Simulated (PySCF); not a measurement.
Molecular orbitals of CaGe⁺

UHF at R = 2.712 Å; PySCF, no relativity, basis sets Ca pcseg-1, Ge pcseg-1. State: ⁴Σ⁻ (quartet), unpaired electrons σ ↑, π ↑↑. Only the outer orbitals are listed, counted within each symmetry.

```csv
spin,orbital,occ.,ε (eV),on Ca (%),main shells (%)
α,11σ,1,-42.97,99,99 Ca p
α,5π,1,-42.93,100,100 Ca p
α,5π,1,-42.93,100,100 Ca p
α,12σ,1,-21.60,5,94 Ge s
α,13σ,1,-12.46,28,"68 Ge p, 21 Ca s"
α,6π,1,-11.57,18,"81 Ge p, 10 Ca d"
α,6π,1,-11.57,18,"81 Ge p, 10 Ca d"
α,14σ,0,-5.11,94,"62 Ca s, 29 Ca p"
α,7π,0,-2.84,99,"78 Ca p, 21 Ca d"
α,7π,0,-2.84,99,"78 Ca p, 21 Ca d"
β,5π,1,-42.68,100,100 Ca p
β,5π,1,-42.68,100,100 Ca p
β,11σ,1,-42.60,100,100 Ca p
β,12σ,1,-16.42,7,90 Ge s
β,13σ,0,-5.20,92,"71 Ca s, 20 Ca p"
β,6π,0,-2.85,77,"77 Ca p, 23 Ge p"
β,6π,0,-2.85,77,"77 Ca p, 23 Ge p"
```

Q: Which are the highest filled and the lowest empty level, where do they sit, and how wide is the gap?

A: Highest filled α 6π at -11.57 eV (in %: 81 Ge p, 10 Ca d); lowest empty β 13σ at -5.20 eV (in %: 71 Ca s, 20 Ca p); the gap at UHF is 6.37 eV.

The bond order (Mayer) is 1.14 and the ⟨S²⟩ is 3.755. The charge on Ca (Mulliken, basis-dependent) is 1.26, the charge on Ca (Löwdin, basis-dependent) is 1.02 and the dipole moment (positive dipole points towards Ge; it is taken about the centre of mass and depends on that origin) is -12.64 D. The polarisability along the bond is 98.4 bohr³. The polarisability across the bond is 51.9 bohr³.

Spin–orbit coupling is left out. The state is the lowest determinant that a PBE0 search found; another state may lie lower at other levels.
